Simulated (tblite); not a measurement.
Species: C₈H₇FO₂.
Numbering: `[CH3:1][O:2][c:3]1[cH:4][cH:5][c:6]([C:7](=[O:8])[F:9])[cH:10][cH:11]1` (hydrogens: H12, H13, H14 on C1; H15 on C4; H16 on C5; H17 on C10; H18 on C11)

Computed with GFN2-xTB (tblite), gas phase: L-BFGS steps from a force-field or distance-geometry start until the largest atomic force falls under 0.01 eV/Å.

Step 1: E = -912.9964 eV
```
atom  x, y, z in Å  |  force x, y, z in eV/Å
C1     -3.1361   -0.4211   -0.5342    0.017  -0.094   0.030
O2     -2.2040    0.6446   -0.5785    0.046  -0.314   0.126
C3     -0.9147    0.3756   -0.2614    0.369  -0.330   0.082
C4     -0.0281    1.4688   -0.3188   -0.652   0.097  -0.056
C5      1.2965    1.3219   -0.0156    0.647  -0.265   0.132
C6      1.8144    0.0624    0.3425   -0.045   0.240  -0.019
C7      3.2423   -0.1422    0.6663   -2.056   2.393  -0.866
O8      3.7499   -1.1269    0.9777    1.628  -3.059   0.956
F9      4.0263    0.9857    0.5868   -0.349   0.257  -0.136
C10     0.9350   -1.0401    0.4041    0.472   0.352  -0.031
C11    -0.4034   -0.8947    0.1046   -0.281   0.583  -0.152
H12    -3.2164   -0.8408    0.4775    0.139  -0.027  -0.143
H13    -4.1174   -0.0282   -0.7988    0.143   0.224  -0.080
H14    -2.8678   -1.2012   -1.2594   -0.026   0.040   0.177
H15    -0.4330    2.4427   -0.5932    0.102  -0.342   0.068
H16     1.9666    2.1777   -0.0552   -0.161  -0.207   0.000
H17     1.3294   -2.0141    0.6852   -0.070   0.269  -0.070
H18    -1.0483   -1.7637    0.1587    0.076   0.184  -0.017
```

Step 2: E = -913.0733 eV
```
atom  x, y, z in Å  |  force x, y, z in eV/Å
C1     -3.1374   -0.4208   -0.5341    0.106  -0.161   0.038
O2     -2.2018    0.6396   -0.5765    0.001  -0.167   0.079
C3     -0.9140    0.3751   -0.2619    0.302  -0.278   0.078
C4     -0.0308    1.4694   -0.3183   -0.307  -0.018   0.015
C5      1.2989    1.3212   -0.0156    0.282  -0.152   0.048
C6      1.8163    0.0649    0.3428   -0.249   0.129  -0.044
C7      3.2259   -0.1302    0.6610    0.260  -0.668   0.236
O8      3.7610   -1.1474    0.9840   -0.194   0.268  -0.112
F9      4.0228    0.9892    0.5853   -0.505   0.019  -0.115
C10     0.9375   -1.0368    0.4033    0.235   0.267  -0.049
C11    -0.4039   -0.8910    0.1041   -0.065   0.404  -0.082
H12    -3.2147   -0.8411    0.4759    0.106  -0.048  -0.094
H13    -4.1149   -0.0263   -0.7994    0.077   0.250  -0.090
H14    -2.8679   -1.2009   -1.2576   -0.036   0.015   0.147
H15    -0.4321    2.4389   -0.5925    0.042  -0.199   0.032
H16     1.9649    2.1752   -0.0551   -0.092  -0.107  -0.008
H17     1.3287   -2.0112    0.6844   -0.047   0.258  -0.064
H18    -1.0473   -1.7614    0.1585    0.083   0.190  -0.017
```

Q: Estimate the geometry and energy of step 3. (The exact step hangs on the optimiser's Hessian estimate; all steps are aligned on step 2, rigid shifts and turns removed.)

A: E = -913.0895 eV, largest force 0.463 eV/Å
```
atom  x, y, z in Å  |  force x, y, z in eV/Å
C1     -3.1361   -0.4230   -0.5335    0.020  -0.047   0.017
O2     -2.2014    0.6365   -0.5750    0.082  -0.143   0.080
C3     -0.9096    0.3711   -0.2609   -0.019   0.062  -0.037
C4     -0.0357    1.4693   -0.3181    0.241  -0.146   0.130
C5      1.3033    1.3189   -0.0149   -0.266   0.060  -0.092
C6      1.8132    0.0671    0.3423    0.064  -0.031   0.042
C7      3.2259   -0.1361    0.6630    0.050  -0.309   0.107
O8      3.7609   -1.1484    0.9840   -0.065   0.033  -0.032
F9      4.0153    0.9902    0.5834   -0.453  -0.017  -0.094
C10     0.9413   -1.0326    0.4025   -0.103   0.166  -0.083
C11    -0.4050   -0.8847    0.1029    0.223  -0.027   0.055
H12    -3.2130   -0.8418    0.4743    0.081  -0.079  -0.024
H13    -4.1134   -0.0225   -0.8008    0.131   0.200  -0.063
H14    -2.8684   -1.2007   -1.2553   -0.017  -0.057   0.077
H15    -0.4313    2.4355   -0.5920   -0.027  -0.076  -0.002
H16     1.9633    2.1732   -0.0552   -0.019  -0.034  -0.009
H17     1.3280   -2.0071    0.6834   -0.022   0.224  -0.053
H18    -1.0460   -1.7584    0.1582    0.100   0.219  -0.021
```

The energy changes by -0.0162 eV. The first-order estimate −F·Δx gives -0.0257 eV and the mean of the old and new forces, exact on a quadratic surface, -0.0161 eV. The step makes an angle of 23° with the force vector and moves no atom by more than 0.008 Å.

Run on one thread of an Arm Neoverse V1, on a shared host.
